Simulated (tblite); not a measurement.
Species: C₄H₉AsOS.
Bonds: O1–C2 (double), C2–C3, C3–As4, As4–C5, C5–C6, C6–S7. Hydrogens: H8 on C2; H9, H10 on C3; H11 on As4; H12, H13 on C5; H14, H15 on C6; H16 on S7.

Computed with GFN2-xTB (tblite), gas phase: L-BFGS steps from a force-field or distance-geometry start until the largest atomic force falls under 0.01 eV/Å.

Step 67: E = -620.1503 eV
```
atom  x, y, z in Å  |  force x, y, z in eV/Å
O1     -1.6071    2.0231    1.0442   -0.011   0.021   0.003
C2     -2.2642    1.0168    0.9825    0.003  -0.032   0.015
C3     -2.1987    0.0334   -0.1145   -0.019   0.019  -0.009
As4    -0.7509   -1.2602    0.4428   -0.001  -0.002  -0.014
C5      0.7662    0.0159    0.2880   -0.009  -0.003   0.011
C6      2.0396   -0.6918   -0.1232   -0.001  -0.006   0.004
S7      3.4792    0.4393   -0.1918    0.009   0.006  -0.005
H8     -2.9345    0.7267    1.8201    0.006   0.008  -0.005
H9     -1.8963    0.4968   -1.0529    0.008   0.007   0.004
H10    -3.1320   -0.5171   -0.2289    0.008  -0.010  -0.003
H11    -0.6036   -1.7810   -0.9683   -0.014  -0.004  -0.005
H12     0.9010    0.4873    1.2667   -0.002   0.009   0.008
H13     0.5189    0.8111   -0.4194    0.015  -0.015  -0.002
H14     2.2862   -1.5092    0.5600    0.013   0.005   0.016
H15     1.9605   -1.0930   -1.1352   -0.001  -0.003  -0.008
H16     3.4280    0.8108    1.0861   -0.005  -0.001  -0.010
```

Step 68: E = -620.1505 eV
```
atom  x, y, z in Å  |  force x, y, z in eV/Å
O1     -1.6034    2.0204    1.0490   -0.003   0.029  -0.006
C2     -2.2643    1.0169    0.9834   -0.005  -0.049   0.019
C3     -2.1988    0.0341   -0.1145   -0.015   0.019  -0.009
As4    -0.7507   -1.2608    0.4414   -0.009   0.000  -0.008
C5      0.7669    0.0150    0.2887   -0.009  -0.004   0.005
C6      2.0402   -0.6928   -0.1222    0.004  -0.003   0.005
S7      3.4798    0.4392   -0.1935   -0.002  -0.004  -0.009
H8     -2.9380    0.7290    1.8191    0.003   0.002  -0.009
H9     -1.8952    0.4980   -1.0524    0.006   0.007   0.009
H10    -3.1318   -0.5173   -0.2309    0.015   0.001   0.002
H11    -0.6052   -1.7806   -0.9701   -0.011  -0.003  -0.007
H12     0.8998    0.4863    1.2679    0.001   0.009  -0.003
H13     0.5209    0.8090   -0.4203    0.010  -0.006   0.003
H14     2.2870   -1.5091    0.5624    0.018   0.006   0.010
H15     1.9604   -1.0946   -1.1341    0.001  -0.006   0.000
H16     3.4249    0.8164    1.0822   -0.003   0.002  -0.002
```

Q: Estimate the geometry and energy of step 69. (The exact step hangs on the optimiser's Hessian estimate; all steps are aligned on step 68, rigid shifts and turns removed.)

A: E = -620.1506 eV, largest force 0.040 eV/Å
```
atom  x, y, z in Å  |  force x, y, z in eV/Å
O1     -1.5991    2.0171    1.0541   -0.005   0.018  -0.009
C2     -2.2639    1.0163    0.9848   -0.009  -0.036   0.015
C3     -2.1990    0.0350   -0.1144   -0.003   0.012  -0.002
As4    -0.7508   -1.2615    0.4398   -0.014  -0.001  -0.002
C5      0.7673    0.0138    0.2894   -0.004  -0.006  -0.002
C6      2.0407   -0.6940   -0.1211    0.006  -0.001   0.006
S7      3.4802    0.4387   -0.1954   -0.011  -0.009  -0.004
H8     -2.9427    0.7317    1.8174    0.004  -0.004  -0.008
H9     -1.8936    0.4992   -1.0514    0.004   0.011   0.005
H10    -3.1313   -0.5171   -0.2327    0.012   0.007   0.005
H11    -0.6066   -1.7797   -0.9724   -0.008  -0.001  -0.009
H12     0.8989    0.4855    1.2687    0.002   0.006  -0.009
H13     0.5228    0.8067   -0.4208    0.004   0.003   0.004
H14     2.2879   -1.5089    0.5651    0.021   0.006   0.004
H15     1.9604   -1.0968   -1.1328    0.002  -0.008   0.009
H16     3.4212    0.8230    1.0780   -0.001   0.002  -0.003
```

The energy changes by -0.0001 eV. The first-order estimate −F·Δx gives -0.0002 eV and the mean of the old and new forces, exact on a quadratic surface, -0.0001 eV. The step makes an angle of 82° with the force vector and moves no atom by more than 0.009 Å.

The cost below is that of the whole relaxation. On Arm Neoverse V1, one thread, no GPU (shared host), this took 1.0 s of wall time.
